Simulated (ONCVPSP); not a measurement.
Scattering properties, ONCV potential for Si (Z = 14)

* Element: silicon (Si)
* Generator: ONCVPSP 4.0.1
* Type: optimised norm-conserving Vanderbilt (ONCV)
* Functional: LDA (Perdew-Zunger)
* Relativity: scalar-relativistic
* Frozen core: [He]
* Valence charge: 12
* Reference configuration: 2s2 2p6 3s2 3p1 (charge +1)
* Partial waves: 2s+3s: rc 1.10 bohr, ncon 4, nbas 7, qcut 12.5 1/bohr, 2 projectors; 2p+3p: rc 0.80 bohr, ncon 4, nbas 9, qcut 19.4 1/bohr, 3 projectors, debl 2.1 Ha; d scattering state at 0.13 Ha: rc 0.85 bohr, ncon 4, nbas 8, qcut 10.1 1/bohr, 1 projector
* Local potential: polynomial inside 0.65 bohr (lpopt 5, dvloc0 1 Ha)
* Core correction: Teter function fitted to the true core (icmod 2), fcfact 0.55

The phase is arctan(r·R′/R) of the radial function R(r), unwrapped; energies in Ha, scanned from -7 to 5 Ha. A pole is an energy at which the radial function vanishes at the test radius. The pseudo phase is shifted by a multiple of π to meet the all-electron one at the reference energy, and phase errors are pseudo minus all-electron; the curves can meet again beyond the range given. Levels narrower than the energy grid can be missing from the lists of poles.

Problem. For each channel, where are the poles, and over which energies does the pseudopotential scatter like the atom?

Solution.

| channel | radius (bohr) | reference energy (Ha) | poles, all-electron | poles, pseudo | unbroken range about the reference energy with phases within 0.05 rad | phase error 1 Ha above the reference energy (rad) |
| --- | --- | --- | --- | --- | --- | --- |
| s | 1.12 | -0.70 | -4.94 | -4.94 | the whole range | +0.000 |
| p | 0.81 | -0.43 | -1.82 | -1.82 | the whole range | -0.000 |
| d | 0.86 | 0.13 | none | none | the whole range | +0.000 |

Phases in the s channel:

| E (Ha) | all-electron | pseudo |
| --- | --- | --- |
| -6.96 | 0.865 | 0.865 |
| -6.32 | 0.258 | 0.258 |
| -5.68 | -1.083 | -1.083 |
| -5.04 | -1.536 | -1.536 |
| -4.40 | -1.700 | -1.700 |
| -3.76 | -1.800 | -1.800 |
| -3.12 | -1.882 | -1.882 |
| -2.48 | -1.965 | -1.965 |
| -1.84 | -2.062 | -2.062 |
| -1.20 | -2.191 | -2.191 |
| -0.56 | -2.377 | -2.377 |
| 0.08 | -2.657 | -2.657 |
| 0.72 | -3.059 | -3.059 |
| 1.36 | -3.509 | -3.509 |
| 2.00 | -3.867 | -3.867 |
| 2.64 | -4.104 | -4.105 |
| 3.28 | -4.259 | -4.260 |
| 3.92 | -4.364 | -4.365 |
| 4.56 | -4.440 | -4.441 |
